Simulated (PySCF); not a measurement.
A structure optimised at B3LYP-D3(BJ)/def2-SVP, used in a PySCF frequency run:

```
Mo
O 1 1.6852
O 1 1.6852 2 110.84
F 1 1.8618 2 110.10 3 -122.06
N 1 1.9237 2 107.93 3 118.00
H 5 1.0192 1 123.66 2 22.79
H 5 1.0192 6 111.30 1 167.02
```
Charge 0, spin multiplicity 1.

### Question
Write its SMILES, formula and point group.

### Answer
[NH2][Mo](=[O])(=[O])[F], FH2MoNO2, Cs

### Question
What are its rotational constants (standard atomic weights)?

### Answer
3.7687, 3.3462, 3.1771 GHz
